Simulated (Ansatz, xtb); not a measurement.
**Two structures of CH4AlBrSi**

Structure X is a singlet given by its coordinates and structure Y is `[SiH2]=[CH][AlH][Br]`, a singlet. Both are isolated molecules in the gas phase, relaxed with PBE0-D3(BJ)/def2-SVP; the shapes shown needn't be the lowest conformers.

X (Å):

```json
{"atom": "C", "x (Å)": "0.8676", "y (Å)": "1.9890", "z (Å)": "-1.0453"}
{"atom": "Al", "x (Å)": "0.2345", "y (Å)": "1.0820", "z (Å)": "0.5312"}
{"atom": "Br", "x (Å)": "-1.2860", "y (Å)": "2.8611", "z (Å)": "1.0902"}
{"atom": "Si", "x (Å)": "-1.0398", "y (Å)": "2.0793", "z (Å)": "-1.4254"}
{"atom": "H", "x (Å)": "-1.1797", "y (Å)": "0.6278", "z (Å)": "-0.6556"}
{"atom": "H", "x (Å)": "1.3565", "y (Å)": "2.9723", "z (Å)": "-1.0080"}
{"atom": "H", "x (Å)": "1.3645", "y (Å)": "1.3494", "z (Å)": "-1.7980"}
{"atom": "H", "x (Å)": "0.4390", "y (Å)": "-0.1246", "z (Å)": "1.5188"}
```

Close contacts (Å): C1–Al2 1.93, C1–Si4 1.95, Al2–Br3 2.41, Al2–Si4 2.54, Br3–Si4 2.65, C1–H6 1.10, C1–H7 1.11, Al2–H5 1.90, Al2–H8 1.57, Si4–H5 1.65.

Y (Å):

```xyz
8

C    -0.9397   -0.5944    0.1790
Al   -1.4940   -2.1052   -0.8378
Br   -2.8429   -3.6714    0.0936
Si    0.0813    0.5951   -0.5163
H    -1.2580   -0.4541    1.2199
H     0.5616    0.4867   -1.9192
H     0.5800    1.8163    0.1753
H    -1.0477   -2.3264   -2.3391
```

Which of the two would you expect CCSD(T)/def2-SVP + ΔMP2/def2-TZVPP electronic energies to favour?

Too close to call at this level: CCSD(T)/def2-SVP + ΔMP2/def2-TZVPP gives E(Y) − E(X) = −1.40 kcal/mol.

The same difference at several levels:

```tsv
level	geometry	E(Y) − E(X) (kcal/mol)	departure from the last row (kcal/mol)	job, with rough time for the two
PBE0-D3(BJ)/def2-SVP	PBE0-D3(BJ)/def2-SVP	+2.75	+4.14	optimisation, 2.5 min
HF/def2-SVP	PBE0-D3(BJ)/def2-SVP	−10.75	−9.35	part of the CCSD(T) run
MP2/def2-SVP	PBE0-D3(BJ)/def2-SVP	−5.82	−4.42	part of the CCSD(T) run
CCSD(T)/def2-SVP	PBE0-D3(BJ)/def2-SVP	−4.30	−2.91	single point
CCSD(T)/def2-SVP + ΔMP2/def2-TZVPP	PBE0-D3(BJ)/def2-SVP	−1.40		single point, 25 s
```

PBE0-D3(BJ)/def2-SVP puts the two in the other order. The largest departure from CCSD(T)/def2-SVP + ΔMP2/def2-TZVPP is that of HF/def2-SVP, 9.35 kcal/mol. Levels run at GFN2-xTB geometries aren't shown. The last row adds to CCSD(T) the change of the MP2 difference between the two basis sets, here +2.91 kcal/mol.

With harmonic frequencies from PBE0-D3(BJ)/def2-SVP (ideal gas, rigid rotor, one conformer each, 400 K, 1 atm): the zero-point term adds −1.68 kcal/mol; ΔH is −2.44 and ΔG −4.85 kcal/mol.

The correlated steps freeze 20 core orbitals; the filled d shell of Br is correlated, in a basis made for valence electrons. Mirror images aren't counted in ΔG. Run with Ansatz 0.2.0; the last row on 2 threads of Arm Neoverse V2 on a shared host.
